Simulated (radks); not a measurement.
Excited configurations of Tc+: one electron is placed in a higher orbital outside [Kr] 4d5. The ground configuration is [Kr] 4d5 5s1. Calculated with a radial shooting solver on a logarithmic mesh with Libxc functionals: scalar-relativistic Kohn-Sham, BLYP, spin-polarised, spherical densities, point nucleus; open shells are filled with parallel spins first (spin-orbit coupling, left out, can overturn this in heavy ions). Excitation = E - E(ground); binding = E(ion) - E, where the ion is the core of charge +2; n* = 2/sqrt(2 binding) in atomic units, and the quantum defect is n - n*.

outer orbital  excitation (eV)  binding (eV)  quantum defect  eigenvalue (eV)  <r> (bohr)
4f                      11.922         3.516           0.066           -2.435       8.412
5p                       4.818        10.620           2.736           -7.847       3.679
5d                       9.909         5.529           1.863           -3.980       6.053
5f                      12.964         2.474           0.310           -1.819       13.94
6p                      10.262         5.176           2.757           -4.040       7.801
6d                      12.037         3.401           2.000           -2.578       11.08
7s                      11.715         3.723           3.177           -2.941       11.43
7p                      12.297         3.141           2.838           -2.487       13.13
7f                      14.045         1.393           0.750           -1.086       28.40

The Delta-SCF ionisation energy is 15.438 eV (NIST Atomic Spectra Database: 15.260 eV, semi-empirical). Self-interaction in the functional shifts the binding energies and quantum defects, so they are the method's values and not measured ones. Open shells are spherical and high-spin; term and fine-structure splittings are not resolved.
